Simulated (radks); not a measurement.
Values are calculated unless marked as measured or tabulated.
Problem. Species: Pm0.25+. Configuration: [Kr] 4d10 4f5 5s(up 1, down 0.75) 5p6 6s2 (fractional occupations, a model configuration). Code: a radial shooting solver on a logarithmic mesh with Libxc functionals. Model: scalar-relativistic Kohn-Sham, r2SCAN, spin-polarised, spherical densities, finite nucleus; open shells are filled with parallel spins first (spin-orbit coupling, left out, can overturn this in heavy ions); meta-GGA in the generalised Kohn-Sham scheme; Fermi nuclear charge, rms radius 4.962 fm. Some entries of the table are withheld. Estimate them.

| orbital | occ. | eigenvalue (eV) | r(max) (bohr) |
|---|---|---|---|
| 1s up | 1 | -45091.31 | 0.01479 |
| 1s down | 1 | -45091.28 | 0.01479 |
| 2s down | 1 | -7353.464 | 0.08376 |
| 2s up | 1 | -7353.451 | 0.08376 |
| 2p up | 3 | -6563.809 | 0.06762 |
| 2p down | 3 | -6563.805 | 0.06762 |
| 3s up | 1 | -1613.535 | 0.2383 |
| 3s down | 1 | -1611.696 | 0.2382 |
| 3p up | 3 | -1364.220 | 0.2336 |
| 3p down | 3 | -1362.374 | 0.2335 |
| 3d up | 5 | -1022.464 | 0.1921 |
| 3d down | 5 | -1021.010 | 0.1920 |
| 4s up | 1 | -328.1790 | 0.5524 |
| 4s down | 1 | -323.2184 | 0.5520 |
| 4p up | 3 | -246.0035 | 0.5764 |
| 4p down | 3 | -240.9584 | 0.5759 |
| 4d up | 5 | -129.5213 | 0.6032 |
| 4d down | 5 | -124.3379 | 0.6025 |
| 5s up | 1 | (1) | 1.285 |
| 5s down | 0.75 | (2) | 1.303 |
| 5p up | 3 | (3) | 1.451 |
| 5p down | 3 | (4) | 1.479 |
| 4f up | 5 | -6.1161 | 0.6365 |
| 6s up | 1 | -5.1616 | 3.607 |
| 6s down | 1 | -4.8197 | 3.762 |

Solution. 
(1) 5s up eigenvalue (eV): -46.9588
(2) 5s down eigenvalue (eV): -43.8350
(3) 5p up eigenvalue (eV): -26.8419
(4) 5p down eigenvalue (eV): -24.5615
